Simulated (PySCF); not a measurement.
C₅H₁₀O₂, SMILES CC(C)(C)C(=O)O. Geometry optimised at B3LYP-D3(BJ)/def2-SVP. One conformer was computed; it need not be the lowest.

**Question.** Give the equilibrium geometry at B3LYP-D3(BJ)/def2-SVP (PySCF confirms it by a frequency run) as a Z-matrix, and its point group. (The exact figures need the calculation; the answer reports its results.)

**Answer.** Several could match; the one computed here: point group Cs.
```
C
C 1 1.5285
O 2 1.2062 1 125.89
O 2 1.3517 3 121.81 1 180.00
H 4 0.9724 2 106.42 3 0.00
C 1 1.5322 2 108.84 3 0.00
H 6 1.0996 1 111.15 2 -59.81
H 6 1.0996 7 107.44 1 -121.80
H 6 1.1010 7 108.55 8 -117.21
C 1 1.5418 2 108.68 3 120.27
H 10 1.0992 1 111.27 2 60.44
H 10 1.1014 11 108.45 1 -120.74
H 10 1.1015 11 108.30 12 -116.85
C 1 1.5418 2 108.68 3 -120.27
H 14 1.0992 1 111.27 2 -60.44
H 14 1.1014 15 108.45 1 120.74
H 14 1.1015 15 108.30 16 116.85
```
